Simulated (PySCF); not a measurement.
How methods differ on the interval between two levels of Pt⁺

Pt⁺ [Xe] 4f14 5d9 [2D5/2, M_J = 5/2] → Pt⁺ [Xe] 4f14 5d8 6s1 [4F9/2, M_J = 9/2], as a difference of total energies. Calculation: PySCF 2.14, in x2c-TZVPall-2c (11s11p10d2f, 108 functions); the two-component X2C-1e Hamiltonian. Correlated levels: [Kr] 4d10 4f14 frozen; the 34 highest virtual spinors dropped. "Screened" scales the spin-orbit matrix elements by Boettger's factors to mimic the two-electron term; Breit and QED terms are absent.

| method | interval between two levels (cm⁻¹) |
| --- | --- |
| GHF (screened spin-orbit) | 155.70 |
| GMP2 (screened spin-orbit) | 2074.0 |

The labels give the starting determinants; with spin-orbit coupling the two ends relaxed to ⟨J²⟩ = 10.49, ⟨L²⟩ = 7.06, ⟨S²⟩ = 1.23 and ⟨J²⟩ = 24.76, ⟨L²⟩ = 12.37, ⟨S²⟩ = 3.84.

The determinant of the lower state mixes levels of different J (the jj label is only the starting occupation), so the difference between spin-free and spin-orbit rows is not the physical spin-orbit shift.
